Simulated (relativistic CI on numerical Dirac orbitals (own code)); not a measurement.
Calculated at this level of theory: Dirac-Coulomb-Breit CI, KLI orbitals optimised for each configuration, model QED (radiative potential, 1s self-energy scaled to tabulated hydrogen-like ionisation energies), unscaled Slater integrals (own radial code, finite nucleus).

The strongest absorption lines from the ground level of an ion, among the configurations computed and to levels below about 105 eV (vacuum wavelength in nm, gf): 14.663 (0.57), 14.889 (0.41), 22.474 (0.51), 23.175 (1.6), 23.196 (1.6), 23.536 (2.9), 23.620 (0.66), 23.725 (6).

(1) Which ion is it?
A. Sr VI
B. Zr VIII
C. Mo XII
D. Mo X

Results:

(1) D. Mo X has 33 electrons and the ground level 4s2 4p3 4S°_3/2; the strongest line goes to 4s2 4p2 4d 4P_5/2. The pattern of lines fixes the number of electrons, and along that sequence the line energies rise steadily with the charge (about as its square where n changes within one kind of shell, about linearly where n is kept but much faster in heavy ions where fine structure, which grows about as Z⁴, sets the gap, and irregularly where shells cross), which fixes Z. Configurations outside the model, such as inner-shell arrays, can give stronger lines. At this charge energies of transitions that change n are usually good to better than 1 %, and those within a shell (Δn = 0) to a few per cent.

LS names give the leading component of a level, which can be under half, so a name can repeat, a term be missing and a line seem to break the LS rules.
